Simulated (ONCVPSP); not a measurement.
## How hard is this N ONCV potential?

ONCVPSP 4.0.1 input, shortened (lines: element, Z, core and valence counts, functional; n l f; lmax; l rc ep ncon nbas qcut; lloc lpopt rc5 dvloc0; l nproj debl; icmod fcfact rcfact), PBE, scalar-relativistic:

```
  N 7.00    1    2        4      upf
    1    0    2.00
    2    0    2.00
    2    1    1.00
    1
    0    0.80    0.00    3    7    6.70
    1    1.30    0.00    3    7   11.00
    0    5    0.80    0.00
    0    0    1.20
    1    1    2.10
    1    0.55    0.00
```

Question: For each optimised wave give the share of its norm inside rc, the residual kinetic energy above qcut (Ha) and the cutoffs (Ha) for errors of 10, 1, 0.1 and 0.01 mHa per electron.

Answer:

```
wave  norm inside rc  residual KE  10 mHa  1 mHa  0.1 mHa  0.01 mHa
  2s           0.226      5.5e-03    19.8   57.8    199.0     317.8
  2p           0.677      9.6e-08    27.2   36.5     44.3      50.6
```

The occupied waves need 58 Ha and 199 Ha for 1 and 0.1 mHa.
